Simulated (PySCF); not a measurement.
From one molecule to another.

First species: C₅H₁₀NP.
Cartesian coordinates in Å at the GFN2-xTB level; atoms count from 1:
```xyz
17
C5H10NP angstrom
N      1.0236   -1.6156   -1.6735
P      0.6902   -0.4485   -0.6958
C     -1.1001   -0.3351   -0.5394
C     -1.7496    0.6499    0.3806
C     -1.7518   -0.7987    0.7345
C      1.5174    1.1574   -0.4183
C      1.5444    0.1686    0.7954
H      2.0057   -1.7638   -1.8578
H     -1.5760   -0.5858   -1.4794
H     -2.6732    1.1050    0.0546
H     -1.1201    1.3155    0.9524
H     -1.1099   -1.1303    1.5377
H     -2.6755   -1.3524    0.6594
H      0.9581    2.0710   -0.2722
H      2.4718    1.3328   -0.9002
H      2.5161   -0.2511    1.0275
H      1.0218    0.4933    1.6846
```

Second species: C₂H₇ClNPSi₂.
Geometry (GFN2-xTB, Å), atoms numbered from 1 in this order:
```
atom  x, y, z in Å
N1    -2.4744    1.8981   -1.7765
C2    -2.3788    1.2157   -0.8611
Si3   -2.1606    0.0313    0.5699
P4    -0.6194   -1.5083    0.0651
Si5    1.1280   -0.3071   -0.6740
C6     2.2083   -0.0355    0.8786
Cl7    3.7167    0.7857    0.4054
H8    -3.4570   -0.6220    0.7538
H9    -1.7343    0.8377    1.7145
H10   -1.1173   -1.7696   -1.1958
H11    0.8030    0.9965   -1.2568
H12    1.8577   -1.1462   -1.6247
H13    1.7317    0.5952    1.6268
H14    2.4958   -0.9721    1.3525
```

Levels: wB97X-D/def2-SVPD for dipole moment, HOMO energy, LUMO energy, HOMO–LUMO gap, static isotropic polarisability and electronic spatial extent ⟨r²⟩ about the centre of nuclear charge; TDDFT wB97X-D/def2-SVPD for lowest singlet excitation; TDA wB97X-D/def2-SVPD for lowest triplet excitation (Tamm–Dancoff); GFN2-xTB for rotational constant A and rotational constant C. Geometries: GFN2-xTB. Each structure is a single optimised conformer of the isolated species, non-relativistic unless stated. Electronic properties by PySCF.

The conformers computed, where there is a choice (atom-mapped SMILES and torsion angles):
- `[NH:1]=[P:2]1([CH:3]2[CH2:4][CH2:5]2)[CH2:6][CH2:7]1`: N1–P2–C3–C4 177°
- `[N:1]#[C:2][SiH2:3][PH:4][SiH2:5][CH2:6][Cl:7]`: C2–Si3–P4–Si5 50°, Si3–P4–Si5–C6 93°, P4–Si5–C6–Cl7 175°

```json
{"property": "dipole moment", "column X": "3.33 D", "column Y": "3.73 D"}
{"property": "HOMO energy", "column X": "-7.88 eV", "column Y": "-9.72 eV"}
{"property": "LUMO energy", "column X": "2.19 eV", "column Y": "0.67 eV"}
{"property": "HOMO–LUMO gap", "column X": "10.07 eV", "column Y": "10.39 eV"}
{"property": "lowest singlet excitation", "column X": "5.61 eV", "column Y": "5.99 eV"}
{"property": "lowest triplet excitation (Tamm–Dancoff)", "column X": "5.21 eV", "column Y": "5.35 eV"}
{"property": "static isotropic polarisability", "column X": "86.0 au", "column Y": "121.1 au"}
{"property": "electronic spatial extent ⟨r²⟩ about the centre of nuclear charge", "column X": "904 bohr²", "column Y": "2316 bohr²"}
{"property": "rotational constant A", "column X": "3.399 GHz", "column Y": "1.951 GHz"}
{"property": "rotational constant C", "column X": "1.501 GHz", "column Y": "0.462 GHz"}
```

(1) Which column belongs to which species?

(2) How does each property change from the first species to the second?

## Answers

(1) Column X is the first species and column Y the second. The first has 17 atoms and 62 electrons, the second 14 and 86.

(2) dipole moment +0.40 D; HOMO energy -1.84 eV; LUMO energy -1.52 eV; HOMO–LUMO gap +0.32 eV; lowest singlet excitation +0.38 eV; lowest triplet excitation (Tamm–Dancoff) +0.14 eV; static isotropic polarisability +35.1 au; electronic spatial extent ⟨r²⟩ about the centre of nuclear charge +1412 bohr²; rotational constant A -1.448 GHz; rotational constant C -1.039 GHz.

On the first: No computed singlet falls in the visible range (750 to 380 nm, 1.65 to 3.26 eV); S1 lies 2.35 eV above its blue end. The vertical singlet–triplet gap S1 − T1 is 0.40 eV (TDDFT singlet less Tamm–Dancoff triplet; S1: HOMO→LUMO, weight 0.47, beside HOMO→LUMO+4, weight 0.24; T1: HOMO→LUMO, weight 0.39, beside HOMO→LUMO+4, weight 0.26).

On the second: In wavenumbers S1 is 48300 cm⁻¹ (1 eV = 8065.54 cm⁻¹). S1 lies 4.40 eV below the HOMO–LUMO gap; its leading configuration is HOMO→LUMO+1, weight 0.48, beside HOMO→LUMO, weight 0.39.
